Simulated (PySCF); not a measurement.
## Structure from NMR data

The spectra below were simulated for a compound C₅H₈ClN.

1H NMR (600 MHz, computed): δ 3.72 (s, 2H), 1.45 (s, 6H).

13C{1H} NMR (computed): δ 127.8 (C), 58.7 (CH2), 31.5 (C), 25.8 (CH3, 2C).

All values are calculated (PySCF 2.14): PBE0/pcSseg-1 with gauge-including orbitals, geometry: GFN2-xTB. One conformer, in vacuum, rapidly exchanging positions averaged, non-relativistic Hamiltonian.

δ = σ(ref) − σ, references computed at the same level: TMS for 1H and 13C.

**Question.** Deduce the structure.

**Answer.** 
1. The formula gives 2 degrees of unsaturation (no ring in the answer).
2. 4 carbon signals for 5 carbons: some carbons are equivalent by symmetry or fast rotation.
3. Carbon types of the structure: 2 × C, 1 × CH2, 2 × CH3, which accounts for all hydrogens.
4. δC 127.8: nitrile carbon; this is the usual window of a C≡N carbon, which has no attached hydrogen.
5. δC 58.7: sp3 CH2 bonded to Cl; the inductive effect lowers its shielding.
6. δC 31.5: quaternary sp3 carbon α to a nitrile; a saturated carbon with 4 carbon neighbours and no heteroatom attached.
7. δC 25.8: methyl carbon; saturated and bonded to C and H only.
8. δH 3.72: hydrogen on an sp3 CH2 bonded to Cl; its carbon carries Cl, hence the downfield position.
9. δH 1.45: hydrogen on a methyl carbon.

The compound is `InChI=1S/C5H8ClN/c1-5(2,3-6)4-7/h3H2,1-2H3`.

The data come from this structure; uniqueness wasn't tested.

Carbons that carry Cl, above all several Cl atoms, come out too deshielded, partly because spin–orbit coupling is missing. Shifts are as computed. Against solution values, carbons near 30 ppm lie about +3 ppm off and those near 130 ppm about +5 ppm; carbons on Cl a further +6 ppm. Of 1211 compounds with measured shifts, 218 miss one by over three times the rms of a fit or turn the order of signals round; such compounds aren't used in these exercises. No couplings were computed; multiplicities are counted from neighbouring protons, with m where these are inequivalent, close in shift, in a saturated or five-membered ring or joined by F or P, and br s for small geminal =CH2 splittings.
